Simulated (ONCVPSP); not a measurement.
# boron (B): one change to an ONCV potential, before and after

* Element: boron (B)
* Generator: ONCVPSP 4.0.1
* Type: optimised norm-conserving Vanderbilt (ONCV)
* Functional: LDA (Perdew-Zunger)
* Relativity: scalar-relativistic
* Frozen core: [He]
* Valence charge: 3
* Reference configuration: 2s1 2p2
* Partial waves: 2s: rc 1.70 bohr, ncon 5, nbas 9, qcut 3 1/bohr, 2 projectors, debl 0.6 Ha; 2p: rc 3.85 bohr, ncon 4, nbas 9, qcut 4.6 1/bohr, 2 projectors, debl 1.6 Ha; d scattering state at 0.14 Ha: rc 3.75 bohr, ncon 4, nbas 8, qcut 2.2 1/bohr, 2 projectors, debl 1.1 Ha
* Local potential: polynomial inside 1.05 bohr (lpopt 5, dvloc0 0 Ha)
* Core correction: Teter function fitted to the true core (icmod 2), fcfact 0.6

All-electron outer shells of the reference configuration (LDA (Perdew-Zunger), scalar-relativistic, ld1.x):

| shell | level (eV) | outermost node (bohr) | outermost maximum (bohr) |
| --- | --- | --- | --- |
| 1s | -179.68 | – | 0.21 |
| 2s | -9.85 | 0.46 | 1.52 |
| 2p | -4.15 | – | 1.53 |

Change: functional PBEsol.

Cutoffs: the cutoffs (Ha) at which the residual kinetic energy of the hardest occupied pseudo-wave falls to 1 and 0.1 mHa per electron; they do not see the model core or the augmentation charge, which bear on the density cutoff. Errors are all-electron minus pseudo energies relative to the spin-unpolarised reference configuration.

Predict the effect on cutoff, ghosts and configuration errors.

The potential gets neither clearly harder nor softer (36 Ha and 72 Ha → 36 Ha and 72 Ha); of the 4 tests that both files solve, the error grows in 1 and shrinks in 1 by more than 15 % and 0.3 meV (median size 155.9 → 137.8 meV); the range in which the p phases agree narrows (upper end 2.5 → 0.2); neither file shows a bound ghost.

```tsv
quantity	base	changed
cutoff, loose	36 Ha	36 Ha
cutoff, tight	72 Ha	72 Ha
loose cutoff by channel	s 36 Ha, p 5.2 Ha	s 36 Ha, p 5.2 Ha
bound ghosts	none	none
GHOST(+) flags under 300 eV	none	none
error for 2s2 2p1, meV [ΔE -5.69 → -5.82 eV]	-34	-40
error for 2s2 2p0, meV [ΔE 2.64 → 2.32 eV]	+266	+236
error for 2s1 2p0, meV [ΔE 27.95 → 27.58 eV]	+865	+827
error for 2s2 2p0.5, meV [ΔE -2.74 → -2.96 eV]	+46	+31
s: phases at 1.73 bohr within 0.05 rad from the reference energy up to (Ha; the scan ends near 5)	3.5	3.6
p: phases at 3.90 bohr within 0.05 rad from the reference energy up to (Ha; the scan ends near 5)	2.5	0.2
d: phases at 3.81 bohr within 0.05 rad from the reference energy up to (Ha; the scan ends near 5)	2.4	2.4
rms error of d²Exc/dni dnj with the model core, mHa	0.81	1.06
```
